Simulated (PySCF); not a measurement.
Isomers of C7H10F2, one GFN2-xTB conformer each. Single-point energies are computed at PBE0/pcSseg-1 (PySCF, gas phase, no added dispersion term), electronic only.

Problem. Rank them by PBE0/pcSseg-1 energy, lowest first (kJ/mol).
A. `[CH3:1][CH2:2]/[CH:3]=[C:4](/[CH:5]=[CH:6]/[F:7])[CH2:8][F:9]` with C1–C2–C3–C4 103°, C3–C4–C5–C6 -174°, C3–C4–C8–F9 116°
B. `[CH3:1]/[CH:2]=[C:3]1/[CH2:4][CH2:5][C@@H:6]1[CH:7]([F:8])[F:9]` with C5–C6–C7–F8 179°
C. `[F:1][CH2:2][C@@H:3]1[CH2:4][C@H:5]2[CH2:6][C@:7]1([F:8])[CH2:9]2` with F1–C2–C3–C4 -68°
D. `FC1(F)CC[C@H]2C[C@@H]1C2`

Solution. D (0.0), C (70.4), B (85.3), A (122.9).

As drawn, the lowest has a four-membered ring and two fluorines on one carbon, which the highest lacks; the highest has a C=C bond outside aromatic rings, which the lowest lacks. GFN2-xTB itself gives, in the same order: 0.0, 49.8, 106.3, 161.1. Both levels put the same isomer lowest; measured from each level's own lowest isomer, the values differ by up to 38.2 kJ/mol (CC/C=C(/C=C/F)CF: 161.1 against 122.9).

Problem. Which frontier levels, dipoles and rotational constants go with these structures?

Solution. 
```json
{"SMILES": "FC1(F)CC[C@H]2C[C@@H]1C2", "HOMO (eV, PBE0/pcSseg-1)": "-8.55", "LUMO (eV)": "1.16", "dipole (D)": "2.67", "A, B, C (MHz)": "2633, 1548, 1462"}
{"SMILES": "FC[C@@H]1C[C@H]2C[C@]1(F)C2", "HOMO (eV, PBE0/pcSseg-1)": "-8.57", "LUMO (eV)": "1.37", "dipole (D)": "2.11", "A, B, C (MHz)": "2608, 1364, 1079"}
{"SMILES": "C/C=C1/CC[C@@H]1C(F)F", "HOMO (eV, PBE0/pcSseg-1)": "-7.06", "LUMO (eV)": "0.16", "dipole (D)": "2.23", "A, B, C (MHz)": "2022, 1432, 894.2"}
{"SMILES": "CC/C=C(/C=C/F)CF", "HOMO (eV, PBE0/pcSseg-1)": "-6.62", "LUMO (eV)": "-0.81", "dipole (D)": "2.95", "A, B, C (MHz)": "2659, 772.9, 637.1"}
```
